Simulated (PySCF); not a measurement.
C2H9FSi3, SMILES F[Si@H]1C[SiH2]C[SiH2]1. Atoms are numbered in the order given.

```xyz
15

F      1.6642     1.5859     0.8404
Si     1.0887     0.7638    -0.4565
C      1.2121    -1.0855    -0.1037
Si    -0.3871    -1.6504     0.7490
C     -1.7761    -0.7877    -0.2154
Si    -1.2602     1.0125    -0.5820
H      1.9086     1.1845    -1.6286
H      1.2927    -1.6115    -1.0732
H      2.1184    -1.3270     0.4759
H     -0.5366    -3.1360     0.7444
H     -0.3902    -1.1754     2.1645
H     -1.9005    -1.3129    -1.1791
H     -2.7435    -0.8404     0.3092
H     -1.7424     1.9328     0.4897
H     -1.7815     1.4904    -1.8974
```

Geometry: B3LYP-D3(BJ)/def2-SVP. The structure was generated by enumeration; whether it is a known compound was not checked. One conformer was computed; it need not be the lowest.

Two levels are set side by side: PBE/pcSseg-1 (PySCF) and KT2/pcSseg-1 (PySCF). GIAO shifts against CFCl3 (¹⁹F), TMS (²⁹Si), TMS (¹H), TMS (¹³C) at the same level; non-relativistic, no solvent, atoms listed together averaged. Differences are taken from unrounded values.

| quantity | KT2 | PBE | PBE minus KT2 |
|---|---|---|---|
| δ(¹⁹F) of F1 (ppm) | -254.8 | -246.4 | 8.3 |
| δ(²⁹Si) of Si2 (ppm) | 42.4 | 42.7 | 0.3 |
| δ(¹³C) of C3 (ppm) | 1.9 | 2.1 | 0.2 |
| δ(²⁹Si) of Si4 (ppm) | -29.7 | -29.9 | -0.2 |
| δ(¹³C) of C5 (ppm) | -10.4 | -10.5 | -0.1 |
| δ(²⁹Si) of Si6 (ppm) | -69.8 | -71.0 | -1.2 |
| δ(¹H) of H7 (ppm) | 6.38 | 6.42 | 0.04 |
| δ(¹H) of H14, H15 (ppm) | 4.29 | 4.33 | 0.03 |

Rough cost on one machine, each run with all the roots and properties that it gave: KT2 against PBE within a factor of 2.
